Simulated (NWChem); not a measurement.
C$_{3}$H$_{4}$F$_{2}$O; SMILES FC1(CCO1)F

```xyz
10

F     -0.0316    -1.2099     1.0831
C      0.0054    -0.3963     0.0000
F     -0.0316    -1.2099    -1.0831
C      1.0873     0.6852     0.0000
C     -0.1178     1.6473     0.0000
O     -1.0435     0.5169     0.0000
H      1.7057     0.6932     0.8985
H      1.7057     0.6932    -0.8985
H     -0.2463     2.2583     0.8975
H     -0.2463     2.2583    -0.8975
```
Atoms are numbered in this order, from 1.

All runs: NWChem. Pople sets run with spherical d functions. Geometry: optimised at B3LYP/6-31G* (spherical d). Level: B3LYP/6-31G* with SMD (1 M gas to 1 M solution), gas-phase geometry.

### Question
What does the run give for solvent toluene? Quantities: solvation free energy (kcal/mol); cavity-dispersion-structure term (kcal/mol); dipole in solution (D).

### Answer
```
Property                                     Result
-------------------------------------------  ------
solvation free energy (kcal/mol)               -3.5
cavity-dispersion-structure term (kcal/mol)    -0.8
dipole in solution (D)                         3.60
```
